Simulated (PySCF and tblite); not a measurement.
Values are calculated unless marked as measured or tabulated.
# Conformers and averaged properties: C3H5NO2S, numbered as in [O:1]=[S@:2]1[CH2:3][CH:4]=[N:5][CH2:6][O:7]1

Geometries GFN2-xTB; weights from B97-D-D3(BJ)/cc-pVDZ (IEF-PCM, dimethylsulfoxide) energies and GFN2-xTB thermal corrections, with symmetry numbers and mirror pairs. Conformers within 3 kcal/mol (GFN2-xTB free energy) were kept, 4 at most. GIAO shieldings: B97-2/pcSseg-1 (IEF-PCM, dimethylsulfoxide), level shift 0.2. Shifts are against TMS (¹H), TMS (¹³C) at the same level; of two unlike H on one atom, a is the less shielded. Codes: tblite and PySCF.

The 6-ring runs over atoms 2–3–4–5–6–7.

```tsv
conformer	shape	symmetry	E(GFN2) kcal/mol	E(DFT) kcal/mol	G(298.15 K) kcal/mol	weight %	dipole D
1	6-ring envelope (ring torsions 29, -1, 7, -48, 65, -53°)	C1	0.00	0.00	0.00	99.6	3.42
2	6-ring envelope (ring torsions -31, 0, -1, 40, -61, 53°)	C1	0.52	3.40	3.26	0.4	3.15
```

Weights (%) against temperature:

```
 T (K)      1    2  S(mix) cal/mol/K
   180  100.0  0.0              0.00
   230   99.9  0.1              0.01
298.15   99.6  0.4              0.05
   330   99.3  0.7              0.08
   400   98.3  1.7              0.17
```

Averaged shifts at 298.15 K. ¹H: 8.16 (H4, 1H), 6.23 (H6a, 1H), 6.04 (H6b, 1H), 3.40 (H3a, 1H), 3.39 (H3b, 1H) ppm. ¹³C: 159.0 (C4), 74.7 (C6), 57.5 (C3) ppm.

Coordinates of conformer 1 (Å):

```xyz
12

O    -0.314    1.801    1.178
S    -0.299    0.418    1.594
C    -1.306   -0.474    0.293
C    -0.656   -0.210   -1.025
N     0.561    0.013   -1.238
C     1.529    0.071   -0.212
O     1.121   -0.289    1.092
H    -2.332   -0.116    0.311
H    -1.271   -1.530    0.558
H    -1.301   -0.174   -1.897
H     1.921    1.099   -0.209
H     2.347   -0.610   -0.471
```

Shifts are unscaled: against experiment ¹³C can be off by 15 ppm or more and ¹H by 0.8 ppm.


Conformer gaps in cc-pVDZ on xTB geometries can be 2 kcal/mol off for S=O, P=O and other polar bonds.